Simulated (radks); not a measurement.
Question: All-electron calculation, Dirac Kohn-Sham, LDA (Slater exchange, Perdew-Wang correlation), spin-unpolarised, spherical densities, point nucleus; open shells are shared between the two j in proportion to 2j + 1. Program: a radial shooting solver on a logarithmic mesh with Libxc functionals. Each species is in its NIST ground configuration. Rank Tm, Ho, Er, Eu, Ce, Dy, Lu, Tb, Pm, Gd, Sm, La, Pr, Nd, Yb by mean radius of the outermost orbital (bohr), largest first.

Answer: Pr 4.44, La 4.38, Nd 4.38, Pm 4.32, Ce 4.30, Sm 4.26, Eu 4.21, Tb 4.11, Dy 4.06, Ho 4.01, Er 3.96, Gd 3.95, Tm 3.92, Yb 3.87, Lu 3.61.
